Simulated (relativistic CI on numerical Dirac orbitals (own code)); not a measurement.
# Hyperfine structure of Cs21+, mass number 134

Computed by Dirac-Coulomb-Breit CI, separate exchange-only KLI orbitals for each configuration, model QED (radiative potential, 1s self-energy scaled to tabulated hydrogen-like ionisation energies), unscaled Slater integrals (own radial code, finite nucleus).

CI space (outside the closed core [Ar] 3d10): 4s2 4p4, 4s 4p5, 4s2 4p3 4d, 4p6, 4s 4p4 4d, 4s2 4p3 4f, 4s 4p4 4f, 4p5 4d, 4s 4p3 4d2, 4s2 4p2 4d 4f, 4p5 4f, 4s2 4p3 5s, 4p4 4d2, 4p3 4d3, 4p3 4d2 4f, 4p3 4d2 5s. Double excitations out of closed p, d and f shells are left out; levels of such configurations are missing from the list, as are those of other unlisted configurations, and high levels can miss mixing partners.

Nuclear spin I = 4, μ = 2.9893 μN, Q = 0.37 b (tables of Stone and Pyykkö). The electronic factors are computed for point nuclear moments, without core polarisation or the Bohr-Weisskopf and QED corrections.

```tsv
Level	E (cm⁻¹)	A (MHz)	B (MHz)
4s2 4p4 3P_2	0	11520	3540
4s2 4p4 3P_1	133795	-4312	-5540
4s2 4p4 1D_2	159241	28330	-14600
4s 4p5 3P°_2	549676	64420	-10100
4s 4p5 3P°_1	596100	-14720	1220
4s2 4p3 4d 5D°_1	707737	15110	-3150
4s2 4p3 4d 5D°_4	720238	4324	6100
```

Levels with J = 0, under 50 % of one LS term, or S terms without an open s electron are left out. Small factors come from cancelling terms and can be off by tens of per cent or more.

At this charge energies of transitions that change n are usually good to better than 1 %, and those within a shell (Δn = 0) to a few per cent.

Q: Give the hyperfine levels of 4s2 4p4 3P_2 relative to its centre of gravity.

A: With K = F(F + 1) − I(I + 1) − J(J + 1), E = AK/2 + B[¾K(K + 1) − I(I + 1)J(J + 1)]/[2I(2I − 1)J(2J − 1)]: F = 2: -113500, F = 3: -80470, F = 4: -35590, F = 5: 21930, F = 6: 93050 MHz.

LS names give the leading component of a level, which can be under half, so a name can repeat, a term be missing and a line seem to break the LS rules.
